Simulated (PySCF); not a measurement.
# Computed properties of B(Me)2(OSiH3) (C2H9BOSi), SMILES CB(C)O[SiH3]

C2H9BOSi, SMILES CB(C)O[SiH3]. Geometry optimised at r2SCAN-D4/def2-SVP. This is a generated structure with no PubChem entry under its InChIKey; it may be hypothetical. The values are those of a single conformer. All values are computed for the isolated molecule unless a solvent is named; none is compared with measurement here.

**Structure.** All 36 harmonic modes at r2SCAN-D4/def2-SVP (PySCF) are real, so it is a minimum. With heavy atoms numbered as in [B:1]([CH3:2])([CH3:6])[O:10][SiH3:11], the shortest bond between them is B1–O10 at 1.374 Å and the longest O10–Si11 at 1.676 Å.

**Vibrations.** The strongest infrared lines (harmonic, unscaled, degenerate partners summed) lie at 1351 cm⁻¹ (494 km/mol, B 39 %, H 32 %, O 19 %, C 10 %), 978 cm⁻¹ (321 km/mol, H 46 %, O 26 %, Si 18 %, C 9 %), 1328 cm⁻¹ (165 km/mol, H 51 %, C 31 %, B 18 %). The softest mode is at 43 cm⁻¹ and the zero-point energy is 66.9 kcal/mol.

**Electronic structure.** PBE0/def2-TZVP (PySCF) places the frontier levels at -8.08 and 0.21 eV, a gap of 8.29 eV, and gives a dipole moment of 0.68 D and a mean polarisability of 67.4 bohr³. PBE/def2-TZVP (PySCF) at the same geometry gives -6.65 and -0.75 eV, so its gap is 2.39 eV narrower. An orbital gap is neither the optical nor the fundamental gap.

**Excitations.** TDDFT-M06-2X/def2-SVPD (PySCF) has S1 at 6.55 eV (189 nm, f = 0.000, dark); the most intense of the 10 singlets computed lies at 8.74 eV (f = 0.14). T1 (TDA) is at 6.26 eV. TDDFT-PBE/def2-SVPD (PySCF) puts S1 at 6.00 eV. No vertical singlet excitation falls in the visible range (under 3.1 eV).

**NMR.** GIAO shifts at B3LYP/pcSseg-1 (PySCF) (non-relativistic, atoms alike by connectivity averaged): ¹³C at 10.0 ppm against TMS; ¹H from 0.8 to 5.2 ppm against TMS; ²⁹Si at -42.7 ppm against TMS; ¹¹B at 46.3 ppm against BF3.
